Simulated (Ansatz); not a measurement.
Consider the ligand exchange at the Si–N bond: `N[SiH](O)[SiH3]` + H–F → `O[SiH](F)[SiH3]` + NH₃.

Program: Ansatz. Geometries: PBE0-D4/def2-TZVP. ΔE: electronic, gas phase. CCSD(T)/CBS is the MP2 limit (def2-TZVPP, def2-QZVPP) plus CCSD(T) − MP2 in def2-TZVPP, frozen cores. This one scheme is used for every species. Functionals use def2-TZVPP. B3LYP here is the variant with VWN-RPA as its local correlation; programs differ in this. HSE06 is defined as in plane-wave codes. One conformer a species, not always the lowest.

`N[SiH](O)[SiH3]`:

Z-matrix (Å, degrees):
```
Si
O 1 1.654
Si 1 2.339 2 103.5
N 1 1.709 2 115.4 3 121.1
H 1 1.491 2 110.4 3 -121.8
H 2 0.959 1 117.3 3 -177.8
H 3 1.487 1 112.3 2 -47.4
H 3 1.489 1 109.8 2 -168.2
H 3 1.491 1 109.8 2 73.3
H 4 1.005 1 122.7 2 104.2
H 4 1.005 1 124.1 2 -68.0
```

H–F:

Cartesian coordinates in Å:
```
F -0.098 0.258 0.368
H 0.098 -0.258 -0.368
```

`O[SiH](F)[SiH3]`:

Cartesian coordinates in Å:
```
O 1.488 0.929 0.765
Si 0.368 -0.263 0.771
F -0.578 -0.126 2.059
Si -0.918 0.002 -1.164
H 2.201 0.897 1.405
H 1.020 -1.593 0.913
H -2.007 -1.012 -1.183
H -0.058 -0.196 -2.361
H -1.514 1.363 -1.204
```

NH₃:

```xyz
4

N    -0.098    0.264   -0.009
H    -0.706   -0.346    0.524
H    -0.014   -0.136   -0.935
H     0.818    0.218    0.419
```

```json
{"level": "PBE-D4", "ΔE (kcal/mol)": "-19.6", "difference from CCSD(T)/CBS": "0.7"}
{"level": "r2SCAN-D4", "ΔE (kcal/mol)": "-21.6", "difference from CCSD(T)/CBS": "-1.3"}
{"level": "B3LYP-D4", "ΔE (kcal/mol)": "-21.1", "difference from CCSD(T)/CBS": "-0.8"}
{"level": "CAM-B3LYP-D4", "ΔE (kcal/mol)": "-21.7", "difference from CCSD(T)/CBS": "-1.4"}
{"level": "PBE-QIDH", "ΔE (kcal/mol)": "-20.0", "difference from CCSD(T)/CBS": "0.3"}
{"level": "r2SCANh", "ΔE (kcal/mol)": "-21.6", "difference from CCSD(T)/CBS": "-1.3"}
{"level": "HSE06", "ΔE (kcal/mol)": "-20.3", "difference from CCSD(T)/CBS": "0.0"}
{"level": "HF/def2-SVP", "ΔE (kcal/mol)": "-22.2", "difference from CCSD(T)/CBS": "-1.9"}
{"level": "MP2/def2-SVP", "ΔE (kcal/mol)": "-20.3", "difference from CCSD(T)/CBS": "0.0"}
{"level": "SCS-MP2/def2-TZVPP", "ΔE (kcal/mol)": "-21.1", "difference from CCSD(T)/CBS": "-0.8"}
{"level": "CCSD(T)/CBS", "ΔE (kcal/mol)": "-20.3", "difference from CCSD(T)/CBS": "0"}
```

Problem. What do rigid-rotor, harmonic-oscillator terms from PBE0-D4/def2-TZVP frequencies (298.15 K, 1 bar) make of the CCSD(T)/CBS value? (Best estimate.)

Solution. Computed: ΔZPE = +1.3 kcal/mol, ΔH = -19.4 kcal/mol, ΔS = -3 J/(mol·K), ΔG = -19.2 kcal/mol.

Largest T1 diagnostic among the species: 0.013.

The D4 term adds +1.5 kcal/mol with B3LYP and +0.8 kcal/mol with PBE0; it sums over pairs of atoms, weighted by their polarisabilities, and B3LYP, whose exchange is more repulsive, gets the larger term. In def2-TZVPP, CCSD(T) changes the Hartree–Fock value by +3.7 kcal/mol (the triples alone add +0.5 kcal/mol) and MP2 by +4.4 kcal/mol. Leaving LDA and LC-ωPBE aside and taking each functional with its dispersion term where it has one, the values, not all of them listed here, spread over 3.9 kcal/mol, from B97M-V to revPBE-D4. LDA lies +2.0 kcal/mol from PBE without D4.

CCSD(T)/CBS has its own doubt, a few kJ/mol and more with outer-core shells, so smaller differences from it don't rank the levels.
